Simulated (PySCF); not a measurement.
## Core-level binding energies of `O=S(=O)(F)C(F)F`

Compound: CHF₃O₂S.
Z-matrix (Å and degrees, GFN2-xTB geometry), rows numbered from 1:
```
O 
S   1  1.4077
O   2  1.4111  1  122.66
F   2  1.6323  1  107.43  3  -123.73
C   2  1.8482  1  111.89  3   134.21
F   5  1.3347  2  105.09  1   -79.20
F   5  1.3280  2  107.08  1    36.85
H   5  1.0951  2  112.96  1   159.80
```

Computed, not measured: delta-SCF UKS SCAN, pcX-2 on the ionised atom, pcseg-1 elsewhere, spin-free X2C in PySCF. These are vertical core ionisation energies against the vacuum level, from separate self-consistent calculations with and without the core hole.

Problem. List the computed XPS lines with their assignment.

Solution. 
```
atom(s)                   bonded to  level  binding energy (eV)  above the level's lowest (eV)  count
     S2  F, 2 O (double bond) and C   S 1s              2485.01                           0.00      1
  F6/F7                           C   F 1s               694.98                          +1.30      2
     F4                           S   F 1s               693.68                           0.00      1
  O1/O3             S (double bond)   O 1s               539.70                           0.00      2
     C5                2 F, S and H   C 1s               297.53                           0.00      1
```

The listed F 1s values span 1.30 eV, from F4 (bonded to S) to F6/F7 (bonded to C).

Problem. Which effective nuclear charge Zeff reproduces each element's mean 1s value in the hydrogen-like formula E = 13.606 eV × Zeff²?

Solution. C (Z = 6): mean 297.5 eV, Zeff = 4.68, Z − Zeff = 1.32; O (Z = 8): mean 539.7 eV, Zeff = 6.30, Z − Zeff = 1.70; F (Z = 9): mean 694.5 eV, Zeff = 7.14, Z − Zeff = 1.86; S (Z = 16): mean 2485.0 eV, Zeff = 13.51, Z − Zeff = 2.49. Means run over the listed sites, weighted by atom count.

Topologically equivalent atoms share the value of their first member; where this conformer doesn't relate them by symmetry, their own values could differ. Not every level is listed. Geometry: GFN2-xTB, one conformer, isolated molecule.
